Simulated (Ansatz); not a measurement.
A CCSD(T) single point on CH₈ClNSi₂ (`N[SiH2]C[SiH2]Cl`).

```yaml
crystal:
  periodic: [false, false, false]
  atoms:
    - {symbol: N, position_ang: [-0.264586, 2.236482, 1.064321]}
    - {symbol: Si, position_ang: [-0.739200, 0.766212, 0.306481]}
    - {symbol: C, position_ang: [0.785832, -0.209950, -0.171020]}
    - {symbol: Si, position_ang: [0.476444, -1.926726, -0.800734]}
    - {symbol: Cl, position_ang: [-0.869067, -1.873582, -2.363729]}
    - {symbol: H, position_ang: [0.255235, 2.226021, 1.927255]}
    - {symbol: H, position_ang: [-0.892544, 3.023668, 1.038128]}
    - {symbol: H, position_ang: [-1.531494, 1.153539, -0.886716]}
    - {symbol: H, position_ang: [-1.580708, -0.132282, 1.154979]}
    - {symbol: H, position_ang: [1.420903, -0.313094, 0.719292]}
    - {symbol: H, position_ang: [1.357606, 0.360100, -0.909970]}
    - {symbol: H, position_ang: [1.713201, -2.560570, -1.320328]}
    - {symbol: H, position_ang: [-0.111119, -2.784517, 0.256841]}
basis:
  gaussian: {orbitals: def2-TZVPP}
correlation: {method: ccsd_t}
```

```sh
$ ansatz run in.yaml --threads 4 --pin off --events-out ev --progress --plain --max-ram 10444MiB
```

Log, shortened:

```
Functional definition: HF
  name "HF"
  cite "Fock, Z. Phys. 61, 126 (1930) doi:10.1007/BF01340294"
  parent pbe
  exchange = exact_x
  correlation = 0
1716 factors; integrals over basis functions are off by at most 9.3e-4 eV
mean field evaluation 1: about -30867.1477 eV, gradient 4.2e1 eV
mean field evaluation 2: about -30867.4198 eV, gradient 4.2e1 eV
mean field evaluation 4: about -30871.6931 eV, gradient 3.9e0 eV
mean field evaluation 8: about -30871.7569 eV, gradient 2.3e-1 eV
mean field -30871.75716742 eV, -1134.5161502742 hartree, gradient 3.6e-6 eV, S^2 0.000000; 0 other end points of the search recorded, 0 dependent functions left out
17 core orbitals not correlated: weight in the atoms' cores, before any rotation towards them, 1.000 or more for the frozen orbitals, at most 0.000 for the correlated occupied ones
reference -30871.75716742 eV, -1134.5161502742 hartree; 16, 16 occupied and 267, 267 virtual orbitals, 1716 factors
second order -22.58844176 eV of doubles, -0.00000000 eV of singles
cycle   1  -23.72760741 eV  change    -1.1e0 eV  update   9.5e-2
cycle   2  -24.31146929 eV  change   -5.8e-1 eV  update   2.7e-2
cycle   3  -24.38856553 eV  change   -7.7e-2 eV  update   1.1e-2
cycle   4  -24.38068866 eV  change    7.9e-3 eV  update   2.6e-3
cycle   5  -24.38018491 eV  change    5.0e-4 eV  update   1.1e-3
cycle   6  -24.38020439 eV  change   -1.9e-5 eV  update   3.0e-4
cycle   7  -24.38011055 eV  change    9.4e-5 eV  update   1.1e-4
cycle   8  -24.38011477 eV  change   -4.2e-6 eV  update   4.0e-5
cycle   9  -24.38012349 eV  change   -8.7e-6 eV  update   1.6e-5
perturbative correction -0.94358309 eV, -0.0346760390 hartree
Total energy: -30897.08087400 eV, -1135.4467793261 hartree
```

It took 5.6 min on 4 threads of an Arm Neoverse V1 on a shared host, with 9.2 GiB of host memory at the peak.

The correlation energy is -25.324 eV, 3.7 % of it from (T); the T1 diagnostic reads 0.0097.
